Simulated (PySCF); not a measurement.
Electric field gradients and quadrupole coupling constants

Species: C₅H₆F₃O₃S (charge -1).
Numbering: `[O:1]=[S:2](=[O:3])([O-:4])[CH2:5][C:6]([F:7])([F:8])[CH2:9]/[CH:10]=[CH:11]/[F:12]` (hydrogens: H13, H14 on C5; H15, H16 on C9; H17 on C10; H18 on C11)

Geometry (GFN2-xTB, Å), atoms numbered from 1 in this order:
```
atom  x, y, z in Å
O1     1.7167   -1.6130   -1.1235
S2     2.2986   -0.3013   -0.8594
O3     1.7951    0.7513   -1.7325
O4     3.7427   -0.3081   -0.6975
C5     1.6922    0.1988    0.8292
C6     0.2245   -0.0544    1.0132
F7     0.0144   -1.2227    1.7002
F8    -0.3255    0.8951    1.8729
C9    -0.5641   -0.0720   -0.2887
C10   -2.0192   -0.2784   -0.0606
C11   -2.9454    0.5404   -0.5166
F12   -4.2678    0.3185   -0.3094
H13    2.2863   -0.3502    1.5522
H14    1.9083    1.2602    0.8840
H15   -0.3548    0.8501   -0.8291
H16   -0.1274   -0.8966   -0.8667
H17   -2.3042   -1.1453    0.5190
H18   -2.7791    1.4340   -1.0985
```

Field gradients from the PBE0/pcSseg-1 density (PySCF, non-relativistic), principal values in atomic units, ordered |Vxx| ≤ |Vyy| ≤ |Vzz|:

```tsv
atom	Vxx	Vyy	Vzz
O1	-0.5534	-0.8422	1.3957
S2	-0.1633	-0.2586	0.4219
O3	-0.5615	-0.8374	1.3989
O4	-0.5446	-0.8314	1.3760
```

Question: Find the asymmetry η = (Vxx − Vyy)/Vzz and the couplings χ = eQV/h (234.96 MHz × Q in barn × V in au), with Q(17O) = −0.0256 b, Q(33S) = −0.0678 b.

Answer: 
```json
{"atom": "O1", "environment": "oxygen bonded to S", "nucleus": "17O", "η": "0.21", "χzz (MHz)": "-8.40", "χxx (MHz)": "3.33", "χyy (MHz)": "5.07"}
{"atom": "S2", "environment": "sulfonyl sulfur", "nucleus": "33S", "η": "0.23", "χzz (MHz)": "-6.72", "χxx (MHz)": "2.60", "χyy (MHz)": "4.12"}
{"atom": "O3", "environment": "oxygen bonded to S", "nucleus": "17O", "η": "0.20", "χzz (MHz)": "-8.41", "χxx (MHz)": "3.38", "χyy (MHz)": "5.04"}
{"atom": "O4", "environment": "oxygen bonded to S", "nucleus": "17O", "η": "0.21", "χzz (MHz)": "-8.28", "χxx (MHz)": "3.28", "χyy (MHz)": "5.00"}
```

Question: What is Vzz at O1 in SI units (1 au = 9.71736 × 10²¹ V/m²)?

Answer: 1.3957 au = 13.562 × 10²¹ V/m².

Question: And the gradient at the other heavy atoms, for which no coupling is worked out here?

Answer: 
```json
{"atom": "C5", "environment": "sp3 carbon bound to sulfur", "Vzz (au)": "-0.096", "η": "0.35"}
{"atom": "C6", "environment": "CF2 carbon", "Vzz (au)": "-0.589", "η": "0.69"}
{"atom": "F7", "environment": "fluorine of a CF2 group", "Vzz (au)": "2.897", "η": "0.06"}
{"atom": "F8", "environment": "fluorine of a CF2 group", "Vzz (au)": "2.879", "η": "0.07"}
{"atom": "C9", "environment": "allylic carbon", "Vzz (au)": "0.163", "η": "0.90"}
{"atom": "C10", "environment": "alkene CH carbon", "Vzz (au)": "0.260", "η": "0.31"}
{"atom": "C11", "environment": "vinylic C–F carbon", "Vzz (au)": "0.463", "η": "0.86"}
{"atom": "F12", "environment": "vinyl fluorine", "Vzz (au)": "2.907", "η": "0.11"}
```

Were the hydrogens deuterons (Q(2H) = 0.00286 b), χzz would run from 174 kHz (H16) to 220 kHz (H17).

The structure is a single GFN2-xTB conformer in the gas phase; no vibrational or solvent corrections. The pcSseg-1 basis has no diffuse functions, a weakness for an anion. GFN2-xTB bond lengths can be off by several hundredths of an ångström, more for odd bonds, and the gradients follow them. A larger basis could move these couplings by a tenth or more.
